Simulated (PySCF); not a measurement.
F²⁺: excitation energy

F²⁺ [He] 2s2 2p3 (4S) → F²⁺ [He] 2s1 2p3 3d1 (6D), as a difference of total energies. Calculation: PySCF 2.14, in aug-cc-pCVTZ-DK (7s6p4d2f, 59 functions); scalar relativity by spin-free X2C-1e. Correlated levels: valence and next inner shell: nothing frozen. The calculations carry no spin-orbit coupling.

| method | excitation energy (eV) |
| --- | --- |
| UHF | 57.540 |
| MP2 (valence and next inner shell) | 59.410 |
| SCS-MP2 (valence and next inner shell) | 59.906 |
| CCSD (valence and next inner shell) | 59.626 |
| CCSD(T) (valence and next inner shell) | 59.658 |

Task: How much does correlation contribute at CCSD(T) (valence and next inner shell)?

Result: 59.658 − (57.540) = 2.118 eV, measured against UHF.

The promoted electron is Rydberg-like, and one or two diffuse shells describe it only roughly, which tends to raise the upper state.
